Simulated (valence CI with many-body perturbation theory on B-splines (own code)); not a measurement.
E1 transitions of K¹³⁺

Calculated by valence CI with perturbative core correlation (CI+MBPT): four valence electrons over a frozen Dirac-Fock core [He], radial functions for each j: 11 s, 11 p, 9 d, 7 f, 5 g, 2 h, 1 i, with the one-electron correlation potential Σ1 (screened to all orders), the two-electron term Σ2, the three-electron term Σ3, Breit, model QED; selected single and double excitations, second order for the rest (own B-spline code, finite nucleus).

No measured spectrum was set against this ion. As an estimate, levels of excited configurations hold to 0.05 to 0.15 % of their energy, terms of the ground configuration to about 0.5 %.

Lines 51 to 100 of 232 in falling wavelength, among levels below 516.73 eV, chosen from the strongest by gf and those to the six lowest levels. Wavelengths and rates use the calculated energies, so an error of 300 cm⁻¹ moves a line at 68.22 nm by 0.2 % and its rate by three times that or more. Electric multipoles are in the length gauge, E1 and E2 with the static RPA response of the core. Weak lines are less certain than strong ones. Lines between different terms over intervals too small for the method are left out, as are lines whose strength nearly cancels. Where a level lies close to another of its J and parity, the split of strength between their lines is uncertain. The highest levels of a list are the least certain.

Names give the largest LS component (configuration and term), which can be under half, so a name can repeat, a term be missing and a line seem to break the LS rules; names also repeat where a configuration has a term twice. Letters in brackets count levels of one name in rising energy.

| λ vac (nm) | Upper | Lower | A (s⁻¹) | S (a.u.) with core polarisation | S without |
| --- | --- | --- | --- | --- | --- |
| 68.22 | 2s²2p3d ³F°_2 | 2s²2p3p ³D_1 [a] | 8.12e+08 | 6.36e-01 | 6.36e-01 |
| 67.52 | 2s²2p3d ¹F°_3 | 2s²2p3p ¹D_2 | 1.15e+09 | 1.22e+00 | 1.22e+00 |
| 67.04 | 2s²2p3p ³P_2 | 2s²2p3s ³P°_2 | 1.12e+09 | 8.32e-01 | 8.33e-01 |
| 66.53 | 2s2p²3d ⁵P_2 | 2s2p²3p ⁵P°_3 | 3.41e+08 | 2.48e-01 | 2.47e-01 |
| 66.44 | 2s²2p3d ³P°_2 | 2s²2p3p ³P_1 | 3.43e+08 | 2.48e-01 | 2.48e-01 |
| 66.30 | 2s2p²3p ⁵P°_3 | 2s2p²3s ⁵P_2 | 2.07e+08 | 2.09e-01 | 2.09e-01 |
| 65.62 | 2s2p²3p ⁵P°_2 | 2s2p²3s ⁵P_1 | 4.85e+08 | 3.39e-01 | 3.39e-01 |
| 65.59 | 2s²2p3d ³P°_1 | 2s²2p3p ³P_1 | 7.93e+08 | 3.31e-01 | 3.31e-01 |
| 65.30 | 2s²2p3p ³P_0 | 2s²2p3s ³P°_1 | 1.37e+09 | 1.89e-01 | 1.89e-01 |
| 63.94 | 2s²2p3p ³S_1 | 2s²2p3s ³P°_1 | 5.47e+08 | 2.12e-01 | 2.12e-01 |
| 62.81 | 2s²2p3d ³D°_3 | 2s²2p3p ³D_3 | 3.88e+08 | 3.32e-01 | 3.32e-01 |
| 59.63 | 2s²2p3p ¹D_2 | 2s²2p3s ¹P°_1 | 1.97e+09 | 1.03e+00 | 1.03e+00 |
| 57.02 | 2s2p²3p ⁵S°_2 | 2s2p²3s ⁵P_3 | 1.51e+09 | 6.90e-01 | 6.91e-01 |
| 56.79 | 2s2p²3d ³P_2 | 2s2p²3p ⁵D°_1 | 3.54e+08 | 1.60e-01 | 1.60e-01 |
| 55.10 | 2s2p²3d ³P_2 | 2s2p²3p ³S°_1 | 7.01e+08 | 2.89e-01 | 2.89e-01 |
| 53.03 | 2s2p²3p ⁵S°_2 | 2s2p²3s ⁵P_2 | 8.43e+08 | 3.10e-01 | 3.10e-01 |
| 50.22 | 2s2p²3p ⁵S°_2 | 2s2p²3s ⁵P_1 | 4.43e+08 | 1.38e-01 | 1.38e-01 |
| 47.27 | 2s²2p3p ¹S_0 | 2s²2p3s ¹P°_1 | 4.31e+09 | 2.25e-01 | 2.25e-01 |
| 36.79 | 2s2p²3p ³D°_3 | 2s²2p3p ³P_2 | 9.60e+08 | 1.65e-01 | 1.65e-01 |
| 34.61 | 2s2p²3p ³P°_2 | 2s²2p3p ³P_2 | 9.42e+08 | 9.64e-02 | 9.66e-02 |
| 28.39 | 2p⁴ ³P_2 | 2s2p³ ³S°_1 | 3.94e+09 | 2.22e-01 | 2.23e-01 |
| 28.29 | 2p⁴ ¹D_2 | 2s2p³ ¹P°_1 | 2.18e+09 | 1.21e-01 | 1.22e-01 |
| 27.85 | 2s2p³ ³P°_1 | 2s²2p² ¹S_0 | 2.20e+07 | 7.03e-04 | 7.06e-04 |
| 27.57 | 2s2p³ ³D°_2 | 2s²2p² ¹D_2 | 1.13e+07 | 5.85e-04 | 5.88e-04 |
| 27.40 | 2s2p³ ³D°_3 | 2s²2p² ¹D_2 | 8.74e+07 | 6.21e-03 | 6.24e-03 |
| 26.83 | 2p⁴ ³P_1 | 2s2p³ ³S°_1 | 5.15e+09 | 1.47e-01 | 1.48e-01 |
| 23.27 | 2s2p²3s ³D_3 | 2s²2p3s ³P°_2 | 5.09e+09 | 2.22e-01 | 2.22e-01 |
| 23.22 | 2s2p³ ³D°_2 | 2s²2p² ³P_2 | 2.82e+08 | 8.71e-03 | 8.75e-03 |
| 23.19 | 2s2p³ ³D°_1 | 2s²2p² ³P_2 | 2.31e+07 | 4.26e-04 | 4.28e-04 |
| 23.14 | 2p⁴ ¹D_2 | 2s2p³ ¹D°_2 | 1.75e+10 | 5.36e-01 | 5.38e-01 |
| 23.11 | 2s2p³ ³D°_3 | 2s²2p² ³P_2 | 3.79e+09 | 1.61e-01 | 1.62e-01 |
| 22.62 | 2s2p³ ³P°_1 | 2s²2p² ¹D_2 | 7.04e+07 | 1.21e-03 | 1.21e-03 |
| 22.52 | 2s2p³ ³P°_2 | 2s²2p² ¹D_2 | 1.93e+07 | 5.45e-04 | 5.47e-04 |
| 22.44 | 2s2p³ ³D°_2 | 2s²2p² ³P_1 | 4.09e+09 | 1.14e-01 | 1.15e-01 |
| 22.41 | 2s2p³ ³D°_1 | 2s²2p² ³P_1 | 1.23e+09 | 2.04e-02 | 2.05e-02 |
| 22.06 | 2s2p²3s ³D_2 | 2s²2p3s ³P°_1 | 4.23e+09 | 1.12e-01 | 1.13e-01 |
| 21.88 | 2s2p²3s ³D_1 | 2s²2p3s ³P°_0 | 3.63e+09 | 5.63e-02 | 5.66e-02 |
| 21.76 | 2s2p³ ³D°_1 | 2s²2p² ³P_0 | 3.48e+09 | 5.31e-02 | 5.34e-02 |
| 20.40 | 2p⁴ ³P_2 | 2s2p³ ³P°_2 | 3.23e+09 | 6.76e-02 | 6.80e-02 |
| 20.04 | 2s2p³ ³S°_1 | 2s²2p² ¹S_0 | 7.09e+07 | 8.45e-04 | 8.49e-04 |
| 20.01 | 2p⁴ ¹S_0 | 2s2p³ ¹P°_1 | 4.20e+10 | 1.66e-01 | 1.67e-01 |
| 19.61 | 2s2p³ ³P°_1 | 2s²2p² ³P_2 | 3.11e+09 | 3.47e-02 | 3.49e-02 |
| 19.58 | 2p⁴ ³P_1 | 2s2p³ ³P°_2 | 5.43e+09 | 6.03e-02 | 6.06e-02 |
| 19.53 | 2s2p³ ³P°_2 | 2s²2p² ³P_2 | 8.75e+09 | 1.61e-01 | 1.62e-01 |
| 19.07 | 2s2p³ ³P°_0 | 2s²2p² ³P_1 | 1.08e+10 | 3.70e-02 | 3.72e-02 |
| 19.05 | 2s2p³ ³P°_1 | 2s²2p² ³P_1 | 4.48e+09 | 4.59e-02 | 4.61e-02 |
| 18.98 | 2s2p³ ³P°_2 | 2s²2p² ³P_1 | 1.31e+09 | 2.21e-02 | 2.22e-02 |
| 18.58 | 2s2p³ ³P°_1 | 2s²2p² ³P_0 | 3.02e+09 | 2.87e-02 | 2.88e-02 |
| 17.75 | 2s2p²3d ⁵P_1 [b] | 2s²2p3s ³P°_1 | 5.79e+09 | 4.79e-02 | 4.81e-02 |
| 17.56 | 2p⁴ ³P_2 | 2s2p³ ³D°_3 | 1.93e+10 | 2.58e-01 | 2.59e-01 |
